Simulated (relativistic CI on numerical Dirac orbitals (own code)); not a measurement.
## Ni3+: L-alpha,beta X-ray emission

Computed with this model: Dirac-Coulomb-Breit CI, separate exchange-only KLI orbitals for each configuration, model QED (radiative potential, 1s self-energy scaled to tabulated hydrogen-like ionisation energies), valence Slater integrals scaled by 0.7, multiplet model of X-ray emission after core ionisation; configurations [Ar] 3d7 → [He] 2s2 2p5 3s2 3p6 3d7 → [Ar] 3d6; 300 K; Lorentzian 0.6 eV and Gaussian 0.5 eV FWHM. Energies are those of the free ion, without screening or charge transfer. S is read from ⟨S²⟩ = S(S + 1).

Field parameters in Wybourne normalisation: Oh B⁴₀ = 21Dq, B⁴₄ = √(5/14) B⁴₀. The field is a parameter set, without covalency.

Computed curve for Oh, 10Dq = 33150 cm⁻¹, scaled to 100 at the maximum (points under 2 are left out and the grid is thinned):

(Energy (eV), Intensity): (850.1, 2.1), (850.6, 2.7), (851.1, 3.3), (851.6, 3.9), (852.2, 7.6), (852.7, 11.7), (853.2, 12.4), (853.7, 11.0), (854.2, 15.0), (854.7, 22.8), (855.3, 26.6), (855.8, 36.9), (856.3, 62.2), (856.8, 91.9), (857.3, 97.2), (857.8, 62.3), (858.3, 45.4), (858.9, 32.2), (859.4, 26.3), (859.9, 16.0), (860.4, 10.0), (860.9, 10.7), (861.4, 18.8), (862.0, 31.7), (862.5, 17.7), (863.0, 8.5), (863.5, 5.0), (864.0, 3.3), (864.5, 2.4), (865.0, 2.1), (865.6, 2.0), (866.1, 2.0), (866.8, 2.3), (867.3, 2.3), (867.8, 2.9), (868.3, 3.6), (868.8, 4.4), (869.4, 4.2), (869.9, 5.8), (870.4, 7.3), (870.9, 10.9), (871.4, 11.8), (871.9, 16.6), (872.5, 27.1), (873.0, 21.9), (873.5, 27.9), (874.0, 52.5), (874.5, 60.1), (875.0, 80.1), (875.5, 55.0), (876.1, 34.2), (876.6, 18.6), (877.1, 10.5), (877.6, 9.8), (878.1, 14.1), (878.6, 33.3), (879.2, 20.8), (879.7, 7.1), (880.2, 3.3), (880.7, 2.1)

The ground state has S = 0.51, and the centroid lies at 865.17 eV.
